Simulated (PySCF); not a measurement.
A structure optimised at PBE0-D3(BJ)/def2-SVP, used in a PySCF frequency run:

```xyz
12

C      0.0000     0.0000     3.1972
C      0.0000     0.0000     1.9844
C      0.0000     0.0000     0.5607
C      0.0000     1.1880    -0.1894
N      0.0000     1.1879    -1.5145
C      0.0000     0.0000    -2.1131
N      0.0000    -1.1879    -1.5145
C      0.0000    -1.1880    -0.1894
H      0.0000     0.0000     4.2719
H      0.0000     2.1588     0.3188
H      0.0000     0.0000    -3.2094
H      0.0000    -2.1588     0.3188
```
Charge 0, spin multiplicity 1.

Problem. Write its SMILES, formula and point group.

Solution. C#Cc1cncnc1, C₆H₄N₂, C2v

Problem. What are its rotational constants (standard atomic weights)?

Solution. 6.1015, 1.5717, 1.2498 GHz
